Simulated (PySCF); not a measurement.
SMILES CC(C)CCC(=O)C (C7H14O) (GFN2-xTB optimised geometry):

```
22

C      2.821    -1.844     0.003
C      1.336    -1.740     0.258
O      0.676    -2.675     0.632
C      0.758    -0.364     0.000
C     -0.768    -0.364     0.000
C     -1.383     1.039     0.000
C     -2.895     0.937     0.191
C     -1.072     1.793    -1.291
H      3.213    -2.760     0.437
H      3.345    -0.983     0.410
H      2.991    -1.867    -1.072
H      1.128     0.293     0.794
H      1.158     0.010    -0.944
H     -1.126    -0.918    -0.870
H     -1.105    -0.902     0.888
H     -0.965     1.602     0.843
H     -3.345     1.927     0.222
H     -3.343     0.382    -0.630
H     -3.131     0.424     1.120
H     -1.570     2.760    -1.292
H     -0.004     1.966    -1.401
H     -1.422     1.228    -2.153
```

Level of theory: PySCF with B3LYP/def2-SVP.

Q: What are the frontier orbital energies and the dipole moment?

A: HOMO-2 -8.81 eV, HOMO-1 -8.79 eV, HOMO -6.77 eV, LUMO -0.34 eV, LUMO+1 1.25 eV; dipole moment 2.59 D.

Meta-Löwdin charges at B3LYP/def2-SVP: C1 -0.33, C2 0.38, O3 -0.40, C4 -0.21, C5 -0.16, C6 -0.03, C7 -0.28, C8 -0.29, H9 0.11, H10 0.11, H11 0.12, H12 0.10, H13 0.10, H14 0.08, H15 0.09, H16 0.07, H17 0.09, H18 0.09, H19 0.09, H20 0.09, H21 0.09, H22 0.09.
